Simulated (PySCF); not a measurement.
**Which determinant of SrCl lies lowest?**

Unrestricted PBE0; basis Sr def2-SVPD with ECP28, Cl def2-SVPD; scalar-relativistic core potentials; PySCF 2.14. Outer shells of the fragments: Sr 5s2; Cl 3s2 3p5.

Followed along the bond (rough minima from three points):

```json
{"2Ms+1": "2", "unpaired": "σ ↑", "⟨S²⟩ at the start": "0.75", "R at minimum (Å)": "2.63", "Te (eV)": "0.00"}
{"2Ms+1": "2", "unpaired": "π ↑", "⟨S²⟩ at the start": "0.75", "R at minimum (Å)": "2.61", "Te (eV)": "1.61"}
{"2Ms+1": "4", "unpaired": "σ ↑, π ↑↑", "⟨S²⟩ at the start": "3.75", "R at minimum (Å)": "none in the scan", "Te (eV)": "≤ 6.06"}
```

Solutions found at the starting distance of 2.680 Å, counted from the lowest of them; the search is not exhaustive and high or unbound solutions are not listed, so other states can lie among these:

| 2Ms+1 | unpaired | term | E (eV) | ⟨S²⟩ | ⟨Lz²⟩ | μ (D) |
| --- | --- | --- | --- | --- | --- | --- |
| 2 | σ ↑ | ²Σ⁺ | 0.00 | 0.75 | 0.00 | -5.32 |
| 2 | π ↑ | ²Π | 1.61 | 0.75 | 1.00 | -4.03 |
| 2 | δ ↑ | ²Δ | 1.91 | 0.75 | 4.00 | -8.93 |
| 4 | σ ↑, π ↑↑ | mixed | 6.34 | 3.75 | 2.03 | 2.15 |
| 4 | σ ↑, π ↑↑ | mixed | 6.41 | 3.75 | 2.01 | 4.00 |
| 4 | σ ↑↑, π ↑ | ⁴Π | 6.46 | 3.75 | 1.15 | 5.68 |
| 4 | σ ↑, π ↑, δ ↑ | mixed | 6.49 | 3.75 | 5.00 | 1.84 |
| 4 | σ ↑, π ↑, δ ↑ | mixed | 6.50 | 3.75 | 4.80 | 2.06 |
| 4 | σ ↑↑, π ↑ | ⁴Π | 6.83 | 3.75 | 1.00 | 5.22 |

A term symbol is given only where ⟨S²⟩ and ⟨Lz²⟩ are close to those of a pure state; real π, δ and φ orbitals otherwise mix terms. A positive dipole means Sr(−)Cl(+).

Spin–orbit coupling is left out. Counting both spins, an empty level lies below a filled one in some of these solutions, because spin and occupation are held.
